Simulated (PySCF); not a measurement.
**Excitation energy of F⁺ by level of theory**

F⁺ [He] 2s2 2p4 (3P) → F⁺ [He] 2s1 2p5 (3P), as a difference of total energies. Calculation: PySCF 2.14, in dyall-acv3z; no relativity, point nucleus. Correlated levels: valence and next inner shell: nothing frozen; virtual orbitals above 40 to 60 times the deepest correlated orbital energy dropped. The calculations carry no spin-orbit coupling.

Q: Order these methods by the excitation energy they give, lowest first.
A. SCS-MP2 (valence and next inner shell)
B. UHF
C. CCSD (valence and next inner shell)
D. CCSD(T) (valence and next inner shell)

A: D (164550 cm⁻¹), C (165270 cm⁻¹), A (166680 cm⁻¹), B (175030 cm⁻¹).

Errors of the correlated levels include the incompleteness of this basis.

For comparison: 164790 cm⁻¹ (measured; NIST levels, between the centres of gravity of the two terms).
